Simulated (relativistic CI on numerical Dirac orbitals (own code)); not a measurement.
# Eu³⁺: what numerical and physical settings do to a radial Dirac CI calculation

Reference input:

```
atom Eu  Z=63  charge=3  electrons=60
nucleus A=153  rms_radius_fm=5.1115
hamiltonian dirac-coulomb  breit=on  qed=on  c_scale=1
orbitals kli  potential=per-configuration
slater_scale 1
correlation none
mixing on
grid step=0.0125 r_max=50.3
scf mixing=0.4 start=green max_iterations=150 tolerance=2e-08 node_fill=0.05
configurations
  [Xe] 4f6
end
```

Computed lowest total energy -10829.09710 Ha, first excitation 352.8 cm⁻¹, 14 SCF steps. Runs with settings changed; * marks those that are bad on purpose (the QED terms keep the true α when c is scaled):

```
                                                             Changed    Outcome  Lowest level  ΔE (Ha)  First excitation (cm⁻¹)  SCF steps                                                  Message
                                                  speed of light × 2  converged       4f⁶ ⁷F0      316                     66.3         13                                                         
                                                       QED terms off  converged       4f⁶ ⁷F0    -6.58                    350.1         14                                                         
node fill of the KLI weights 0.2, speed of light × 2, SCF mixing 0.2  converged       4f⁶ ⁷F0      316                     69.9         17                                                         
                                                     grid step 0.6 *    refused                                                          0               the grid has 30 points, outside 40 to 4096
                                                          charge 4 *    refused                                                          0  configuration [Xe] 4f6 has 60 electrons, the ion has 59
```

With so few configurations and no correlation, terms lie too far apart (by 10 to 50 % near neutrality), their order can be wrong, and levels of other configurations are missing.
